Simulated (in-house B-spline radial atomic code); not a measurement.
Settings and results of a run for Al³⁺. Computed with a B-spline radial code for spherical atoms: Dirac-Kohn-Sham AM05, spherical fractional occupations, Fermi nucleus of rms radius 3.061 fm.

Command:
```bash
python run_scf.py task.json out
```
Settings (nuclear radius in fm, mass in u):
```
Z                13
configuration    [He] 2s2 2p6
hamiltonian      dirac
method           am05
spin_polarised   False
nucleus          fermi
rms_radius       3.061
atomic_mass      26.98154
speed_of_light   137.035999084
```

Output (hartree, bohr):
```
 radial grid: 67 intervals, B-splines of order 8, outer radius 10.8108 bohr

 iter        energy (Eh)    residual
    1        -236.702509    4.09e-01
    2        -238.917373    2.67e-01
    3        -239.860802    6.40e-02
    4        -239.925086    1.44e-02
    5        -239.927117    8.29e-03
    6        -239.928266    1.32e-04
    7        -239.928266    1.94e-06
    8        -239.928266    3.11e-08

 total energy                      -239.92827
 kinetic                             240.3063
 electron-nucleus                   -561.9572
 Hartree                              98.6222
 exchange-correlation                -16.8995

 first-order corrections (not in the total)
   Gaunt                             0.0448
   retardation                      -0.0029
   frequency dependence             -0.0000
   self-energy                       0.0289
   Uehling                          -0.0017
   Wichmann-Kroll                    0.0000
   recoil                            0.0042

 orbital      occ     eigenvalue          <r>       <r^2>       <1/r>       r_max    small
 1s1/2      2.000       -56.6065     0.120488   0.0195576     12.6003     0.07856  2.10e-03
 2s1/2      2.000        -5.2205     0.624377    0.466551     2.34484      0.4972  2.88e-04
 2p1/2      2.000        -3.8304     0.596043    0.449474     2.22965      0.4263  2.67e-04
 2p3/2      4.000        -3.8140     0.598174    0.452519     2.21946      0.4279  2.66e-04
```

Cost of the run: 1.3 s on 1 thread of Intel(R) Xeon(R) Platinum 8375C CPU @ 2.90GHz (shared host).

For the Dirac Hamiltonian the kinetic term is c α·p + (β - 1)c².
